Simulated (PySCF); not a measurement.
C₅H₄F₄O₂.
SMILES with atom numbers: `[O:1]=[C:2]1[O:3][C@@H:4]([F:5])[C@H:6]1[CH2:7][C:8]([F:9])([F:10])[F:11]` (hydrogens: H12 on C4; H13 on C6; H14, H15 on C7)

Method: TDDFT wB97X-D/def2-SVPD, vertical, gas phase, core orbitals frozen in the response in PySCF 2.14.0, density-fitted response routines. Geometry: PBE0-D3(BJ)/def2-SVP, one conformer, isolated molecule. Torsions of this conformer, `[O:1]=[C:2]1[O:3][C@@H:4]([F:5])[C@H:6]1[CH2:7][C:8]([F:9])([F:10])[F:11]`: C4–C6–C7–C8 -87°, C6–C7–C8–F9 57°.

Frontier orbitals with the atoms that hold most of them (Löwdin shares over 4%, at most four atoms; ? is withheld):

```
orbital  ε (eV)                             atoms
 LUMO+2    2.47  H12 11%, H15 11%, C7 10%, O3 10%
 LUMO+1    1.99     C2 16%, C4 12%, C7 8%, H12 7%
   LUMO    1.11                                 ?
   HOMO       ?                                 ?
 HOMO-1  -12.06      O3 42%, O1 30%, C2 9%, C4 6%
 HOMO-2  -12.47    O3 22%, C6 18%, C4 17%, F5 16%
 HOMO-3  -13.14     F5 15%, O1 13%, C7 12%, O3 9%
```

**Question.** Which atoms hold the LUMO, and with what shares?

**Answer.** C2 (bonded to C and 2 O) 35%; O1 (bonded to C) 27%; O3 (bonded to 2 C) 14%; C6 (bonded to 3 C and H) 9%. By element: carbon 44% or more, oxygen 41%.

**Question.** Which atoms hold the HOMO, and with what shares?

**Answer.** O1 (bonded to C) 55%; O3 (bonded to 2 C) 13%; C6 (bonded to 3 C and H) 12%; C2 (bonded to C and 2 O) 12%. By element: oxygen 68%, carbon 24% or more.

**Question.** What is the HOMO energy, and the HOMO–LUMO gap?

**Answer.** ε(HOMO) = -10.90 eV; the gap is 12.01 eV (0.4415 hartree).

**Question.** How does S1 compare with the orbital gap of 12.01 eV?

**Answer.** S1 is at 5.96 eV (f = 0.0005), 6.05 eV below the gap, made of HOMO→LUMO (92%). Without the coupling terms of the response equations the lowest excitation would equal the gap.

S1 has the pattern of n→π* at C=O.

Next come S2 at 8.38 eV (f 0.022), HOMO-2→LUMO (47%), HOMO-1→LUMO (46%); S3 at 8.54 eV (f 0.065), HOMO-2→LUMO (38%), HOMO-1→LUMO (34%); S4 at 8.71 eV (f 0.074), HOMO→LUMO+1 (63%), HOMO→LUMO+3 (15%); S5 at 9.16 eV (f 0.016), HOMO-3→LUMO (65%), HOMO-5→LUMO (10%), HOMO-10→LUMO (8%).

On one thread of an Arm Neoverse V1, no GPU, shared host with 32 logical CPUs at a one-minute load of 10, this took 2.3 min (grids of density and orbitals included) and 1.2 GiB of memory at its peak.
